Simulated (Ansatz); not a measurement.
C2H7GeIn, SMILES `C=[C]([GeH3])[InH2]`, 11 atoms. The species carries charge 0 and has multiplicity 1. Correlated methods include outer-core shells of Ge, In, which these sets cover unevenly. Scalar relativity is left out up to krypton. In takes the def2 core potential. All runs use 4 threads of an AMD EPYC 7B13 on a shared host. Correlated methods freeze the cores.

Q: Give the basis size and wall time and peak host memory of each of these runs in Ansatz. RKS PBE0-D4/def2-TZVP frequencies; RKS ωB97M-V/def2-QZVPP energy; RKS SPW92 (LDA)/def2-TZVPP energy; RKS PBE0-D4/def2-QZVPP energy; RHF-CCSD(T)/def2-TZVPP energy; direct RPA on PBE orbitals/def2-TZVPP energy; RHF-CCSD(T)/def2-SVP energy; RKS PBE0-D4/def2-SVP energy; RHF-MP2/def2-QZVPP energy; RKS PBE0-D4/def2-TZVPP energy; RKS PBE-QIDH (frozen core)/def2-TZVPP energy; RKS BHLYP-D4/def2-TZVPP energy. (An estimate is asked.)

A: The calculation gave: Other jobs shared the machine, so times are rough.

| level | job | functions | wall time | peak host memory (GiB) |
| --- | --- | --- | --- | --- |
| RKS SPW92 (LDA)/def2-TZVPP | energy | 258 | 1.5 s | 0.38 |
| RKS PBE0-D4/def2-SVP | energy | 121 | 1.5 s | 0.53 |
| RKS BHLYP-D4/def2-TZVPP | energy | 258 | 3.5 s | 0.86 |
| RKS PBE0-D4/def2-TZVPP | energy | 258 | 3.6 s | 0.82 |
| direct RPA on PBE orbitals/def2-TZVPP | energy | 258 | 6 s | 0.77 |
| RKS PBE-QIDH (frozen core)/def2-TZVPP | energy | 258 | 6.5 s | 0.8 |
| RKS PBE0-D4/def2-QZVPP | energy | 495 | 9 s | 2.1 |
| RHF-CCSD(T)/def2-SVP | energy | 121 | 9.5 s | 0.77 |
| RKS ωB97M-V/def2-QZVPP | energy | 495 | 19 s | 2.6 |
| RHF-MP2/def2-QZVPP | energy | 495 | 26 s | 3.3 |
| RKS PBE0-D4/def2-TZVP | frequencies | 202 | 2.9 min | 0.7 |
| RHF-CCSD(T)/def2-TZVPP | energy | 258 | 3.7 min | 6.5 |
